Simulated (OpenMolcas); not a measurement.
Cu3+ among 8 point charges of -1 e arranged as a cube (Oh), 1.81 Å from the ion.

| Quantity | Value |
| --- | --- |
| Program | OpenMolcas 26.06 |
| Method | SS-CASPT2, IPEA 0.25 Eh, imaginary shift 0.1 Eh (closed shells correlated: 3s 3p) |
| Basis | ANO-RCC-VTZP [6s5p3d2f1g] |
| Scalar Hamiltonian | DKH2, point nucleus |
| Active space | 8 electrons in 5 orbitals (3d) |
| State averaging | 2S+1 = 3 even, 10 roots; 2S+1 = 1 even, 15 roots |
| Spin-orbit coupling | state interaction with AMFI integrals over the reference wave functions |

Task: What is the spin-free ground state (labels of O, the rotations of Oh)?

Result: 3T1, 3-fold in its orbital part, 100 % from free-ion F terms; it has the highest spin that d8 allows.

Task: Where is the first state of the same spin?

Result: 3T2 at 1100 cm-1 above the ground state.

Task: What are the lowest two levels with spin-orbit coupling?

Result: A 1-fold level A1, then a 3-fold level T1 290 cm-1 above it. Their leading multiplicities are 3 (100 %) and 3 (100 %).

Task: What is χT at 300 K, and how does it compare with the textbook value?

Result: The lowest level has 2S+1 = 3, for which the spin-only value is χT = S(S+1) / 2 = 1.000 cm3 K/mol (g = 2). The computed 3.212 at 300 K differs by +2.212, through orbital momentum, spin-orbit coupling and any other state in reach. With a threefold ground state the orbital momentum is unquenched, so the spin-only value is not expected to hold.

Roots that are degenerate in the reference are averaged as groups; the widest CASPT2 spread within a group is 550 cm-1 (the 3-fold group of multiplicity 3 near 1100 cm-1 above the lowest state of its run). Shifts and gaps below about the spread of the groups concerned are not significant. An orbital triplet at a regular site is open to Jahn-Teller coupling, which can distort the site and quench the lowest spin-orbit gaps and is left out. The ground term spreads over less than 5000 cm-1, several times less than with real ligands, so orbital moments are less quenched and χT lies further from the spin-only value than at real sites. Free-ion shares, where given, are those of the reference states; single-state CASPT2 does not remix them. This is an electrostatic model: the charges have no orbitals. No measured value stands beside these numbers.
